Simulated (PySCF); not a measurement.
# Static response to an electric field

Compound: C4H17NSi3.
Structure used (PBE0-D3(BJ)/def2-SVP), in Å, numbered top down from 1:
```xyz
25
C4H17NSi3 angstrom
C     -2.7321   -0.8550   -0.5848
C     -1.8049    0.3530   -0.5199
C     -2.5319    1.6274   -0.1076
N     -0.6218    0.0973    0.3242
Si    -0.7577   -0.3379    2.0111
Si     0.9040    0.1553   -0.5260
C      2.3244   -0.2353    0.6343
Si     4.0172   -0.3013   -0.1874
H     -2.1774   -1.7497   -0.9037
H     -3.5547   -0.6845   -1.2962
H     -3.1820   -1.0629    0.3994
H     -1.4293    0.5192   -1.5483
H     -2.9610    1.5290    0.9017
H     -1.8379    2.4807   -0.1022
H     -3.3563    1.8536   -0.8014
H      0.1541    0.4924    2.8569
H     -0.4176   -1.7741    2.2732
H     -2.1590   -0.1095    2.4723
H      0.8940   -0.8278   -1.6589
H      1.1070    1.5102   -1.1350
H      2.1461   -1.2114    1.1187
H      2.3614    0.5230    1.4347
H      5.0753   -0.6307    0.8167
H      4.3487    1.0178   -0.8087
H      4.0393   -1.3451   -1.2576
```

Level: wB97X-D/def2-SVPD (PySCF), static field, nuclei fixed, core orbitals frozen in the response. The polarisability tensor in these axes (au):

```
x   161.66  -3.94  -0.59
y    -3.94 120.48  -2.78
z    -0.59  -2.78 129.73
```

Question: What are the eigenvalues, a third of the trace, and Δα (Δα² = ½Σ(αi − αj)² over the three pairs)?

Answer: Principal values 119.34, 130.50 and 162.04 au; mean 137.29 au = 20.34 Å³ = 22.64 × 10⁻⁴⁰ C²·m²/J; Δα = 38.35 au (28 % of the mean).

Question: What is the dipole moment, and where does it point?

Answer: (-0.99, 0.10, 0.02) D, 1.00 D in size, pointing from the negative to the positive side. Measured along this direction, the outermost atoms are H23 at the negative end and H15 and H10 at the positive end.

Question: Sum over states: ᾱ = Σ f/ω², ω in Eh. What share falls to these 10 lowest TDDFT singlets (eV, f)? 6.30, 0.0006; 6.62, 0.0088; 6.97, 0.0123; 7.30, 0.0019; 7.46, 0.0279; 7.59, 0.0122; 7.72, 0.0022; 8.13, 0.0140; 8.22, 0.0075; 8.24, 0.0327.

Answer: They add up to 1.53 au, 1.1 % of the 137.29 au; the largest single term is 0.37 au, from the state at 7.46 eV. Terms in order: 0.01, 0.15, 0.19, 0.03, 0.37, 0.16, 0.03, 0.16, 0.08, 0.36 au. Higher excitations give the rest. The strengths listed sum to 0.120.

Question: Estimate the molar refractivity from the static electronic polarisability.

Answer: Lorentz–Lorenz: R = (4π/3)N_A α = 2.5225 cm³/(mol·Å³) × 20.34 Å³ = 51.3 cm³/mol, in the limit of long wavelengths.

Question: Traceless (Buckingham) quadrupole moment about the centre of nuclear charge: eigenvalues?

Answer: -4.82, -0.32, 5.14 D·Å. The values depend on the origin, since the dipole doesn't vanish. The electronic extent ⟨r²⟩ about the same centre is 2534 bohr², a root-mean-square distance of 2.81 Å for the 90 electrons.

Question: Give the principal axes and the span of the nuclei along them.

Answer: Largest value along (1.00, -0.09, -0.01), where the nuclei span 8.61 Å; middle along (-0.01, -0.26, 0.96), 4.27 Å; least along (0.09, 0.96, 0.26), 4.31 Å. 

Question: How large is μ²/3kT at 500 K beside α?

Answer: In Gaussian units μ²/3kT = 4.82 Å³ against 20.34 Å³, a ratio of 0.24; the Debye molar polarisation (4π/3)N_A(α + μ²/3kT) is 63.5 cm³/mol, leaving out the vibrational part.

One conformer (not necessarily the lowest) at the PBE0-D3(BJ)/def2-SVP geometry, without solvent, vibrations or thermal averaging.

Note: wB97X-D ran without an empirical dispersion term, which enters the total energy and its gradient alone.
